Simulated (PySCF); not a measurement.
# A ladder of Hamiltonians for Sn⁴⁸⁺ (tin, charge +48)

Occupied: 1s1/2. Hartree-Fock calculated with PySCF 2.14 in an uncontracted even-tempered set (16 s from 8.8 bohr⁻², ratio 2.7; 12 p from 11 bohr⁻², ratio 2.7), Gaussian nucleus throughout. NR is non-relativistic, sf-X2C the spin-free one-electron X2C Hamiltonian, X2C adds the bare one-electron spin-orbit term, X2C-SNSO screens it by Boettger's factors, DC is four-component Dirac-Coulomb, and the Gaunt and Breit terms are added at first order (total energies over the DC spinors, levels after relaxing the spinors in that mean field). QED terms are absent. Levels marked empty are virtual spinors of this ion.

```json
{"level (eV)": "1s1/2", "NR": "-33167.3", "sf-X2C": "-34313.2", "X2C": "-34313.2", "X2C-SNSO": "-34313.2"}
{"level (eV)": "2s1/2 (empty)", "NR": "-7968.2", "sf-X2C": "-8313.1", "X2C": "-8313.1", "X2C-SNSO": "-8313.1"}
{"level (eV)": "2p1/2 (empty)", "NR": "-7875.4", "sf-X2C": "-8018.8", "X2C": "-8212.5", "X2C-SNSO": "-8208.4"}
{"level (eV)": "2p3/2 (empty)", "NR": "-7875.4", "sf-X2C": "-8018.8", "X2C": "-7932.0", "X2C-SNSO": "-7933.6"}
{"level (eV)": "3s1/2 (empty)", "NR": "-3509.3", "sf-X2C": "-3631.1", "X2C": "-3631.1", "X2C-SNSO": "-3631.1"}
```

Q: Where do the four-component calculations put these levels?

A: 1s1/2: DC -34335.6, DC+Gaunt -34289.8, DC+Breit -34289.8; 2s1/2 (empty): DC -8315.4, DC+Gaunt -8310.4, DC+Breit -8311.0; 2p1/2 (empty): DC -8206.9, DC+Gaunt -8196.4, DC+Breit -8198.0; 2p3/2 (empty): DC -7935.4, DC+Gaunt -7930.0, DC+Breit -7931.6; 3s1/2 (empty): DC -3631.8, DC+Gaunt -3630.3, DC+Breit -3630.5 (eV).

```tsv
Hamiltonian	E (hartree)	E − E(DC) (hartree)	CPU seconds
NR	-2468.7812	87.5127	0.13
sf-X2C	-2555.4604	0.8335	0.08
X2C	-2555.4604	0.8335	0.08
X2C-SNSO	-2555.4604	0.8335	0.08
DC	-2556.2939	0.0000	1.5
DC+Gaunt	-2554.5920	1.7019	2.4
DC+Breit	-2554.5920	1.7019	23
```

Weight of the small component: 1s1/2 0.0340, 2s1/2 0.00817, 2p1/2 0.00812, 2p3/2 0.00784, 3s1/2 0.00360.

Koopmans' value for the highest occupied level at DC+Breit: 34289.8 eV, against an ionisation energy of 34257.1 eV (theoretical estimate listed by NIST; NIST Atomic Spectra Database, ionization energies); the former lacks relaxation, correlation, QED and recoil.

The whole ladder took 27 s of wall time on 1 thread of AMD EPYC 9R45 96-Core Processor (shared host), launched as `OMP_NUM_THREADS=1 python relrun2.py TASK.json OUT` (a driver that calls PySCF for each Hamiltonian).

Dirac-Coulomb iterations, started from the X2C spinors:

```
with_ssss True, with_gaunt False, with_breit False
light speed = 137.03599967994
init E= -2543.71111164818
cycle= 1 E= -2556.29389795145  delta_E= -12.6  |g|= 0.865  |ddm|= 0.04
cycle= 2 E= -2556.29394910601  delta_E= -5.12e-05  |g|= 0.00194  |ddm|= 0.000181
cycle= 3 E= -2556.29394910655  delta_E= -5.38e-10  |g|= 4.16e-06  |ddm|= 1.39e-06
```
